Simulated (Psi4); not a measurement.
Pair of molecules, SMILES C#C with SMILES [C-]#[O+] (the first has 4 atoms); geometry from B3LYP-D3(BJ)/def2-TZVP, rigid monomers moved along the line of their centres of mass till C2···C5 is 3.97 Å.
(charge 0, multiplicity 1):
```xyz
6

C     -0.14136     0.60136    -0.49773
C      0.33868    -0.29404     0.13533
H     -0.56671     1.39547    -1.06143
H      0.76127    -1.08505     0.70560
C      0.06762    -0.74100     4.07483
O     -0.48697    -0.01017     4.72502
```

Computed with SAPT0/jun-cc-pV(D+d)Z in Psi4.

Problem. Which attractive term is largest, and how does the interaction split up?

Solution. electrostatics -1.5, exchange 0.9, induction -0.1, dispersion -1.2, total -2.0 kJ/mol; the largest attraction is electrostatics.
